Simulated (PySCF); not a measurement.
CH2S, SMILES `C=S`, neutral singlet in the gas phase. 

Cartesian coordinates (Å):
```xyz
4

C     -0.1108    -0.0023     0.0029
S      1.4937     0.0308    -0.0357
H     -0.7104     0.9063     0.0203
H     -0.6726    -0.9348     0.0125
```
Charge 0, spin multiplicity 1.

All levels are single points at this geometry (B3LYP-D3(BJ)/def2-TZVP); Pople sets use spherical d functions. Orbital energies aren't observables, and empty levels follow the basis.

```csv
level,HOMO (eV),LUMO (eV),gap (eV),dipole (D),"vertical IE, Delta-SCF (eV)"
B3LYP-D3(BJ)/def2-TZVP in PySCF,-6.46,-2.76,3.70,1.70,–
PBE-D3(BJ)/def2-TZVP in PySCF,-5.45,-3.53,1.91,1.63,–
B3LYP/LANL2DZ in PySCF,-6.40,-2.67,3.73,1.92,–
BP86/6-31G* in PySCF,-5.43,-3.43,2.00,1.82,–
PBE/6-31G* in PySCF,-5.33,-3.34,1.99,1.81,9.21
HF/6-31G* in PySCF,-9.50,1.51,11.00,2.25,–
```
